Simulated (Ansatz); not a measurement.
Basis-set series for C2H5FO2Si, SMILES `C=C(F)[SiH](O)O`. The species carries charge 0 and has multiplicity 1. The structure was optimised at the PBE0-D4/def2-TZVP level. It is one conformer, not always the lowest.

| functional | basis | functions | energy (Eh) | HOMO (eV) | LUMO (eV) |
| --- | --- | --- | --- | --- | --- |
| PBE0-D4 | def2-SVP | 113 | -618.25607 | -7.82 | -0.29 |
| PBE0-D4 | def2-QZVPP | 505 | -618.79896 | -7.97 | -0.63 |
| ωB97M-V | def2-SVP | 113 | -618.59390 | -10.07 | 1.90 |
| ωB97M-V | def2-QZVPP | 505 | -619.14599 | -10.24 | 1.31 |

(1) Give the rows for def2-TZVPP. (Best estimate.)

Answers

(1) The calculation gave: 
```json
{"functional": "PBE0-D4", "basis": "def2-TZVPP", "functions": "267", "energy (Eh)": "-618.77033", "HOMO (eV)": "-7.93", "LUMO (eV)": "-0.55"}
{"functional": "ωB97M-V", "basis": "def2-TZVPP", "functions": "267", "energy (Eh)": "-619.11911", "HOMO (eV)": "-10.20", "LUMO (eV)": "1.51"}
```

Positive LUMOs are unbound and depend on the basis.

All numbers were calculated with Ansatz.
